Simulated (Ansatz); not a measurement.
`CC(F)(F)OCF`, charge 0, multiplicity 1.

Problem. Give a relaxed structure at PBE0-D4/def2-TZVP (Ansatz). (Best estimate.)

Solution. Ansatz gave: 
Z-matrix (Å, degrees):
```
C
C 1 1.497
H 1 1.089 2 109.3
H 1 1.089 2 109.1 3 -120.0
H 1 1.089 2 109.4 3 119.9
F 2 1.356 1 111.1 3 61.7
F 2 1.364 1 110.6 3 177.7
O 2 1.368 1 110.3 3 -61.2
C 8 1.392 2 116.8 1 173.7
F 9 1.365 8 110.1 2 -93.5
H 9 1.090 8 106.7 2 149.5
H 9 1.092 8 111.6 2 26.9
```
This is one stationary point; other conformers may exist.
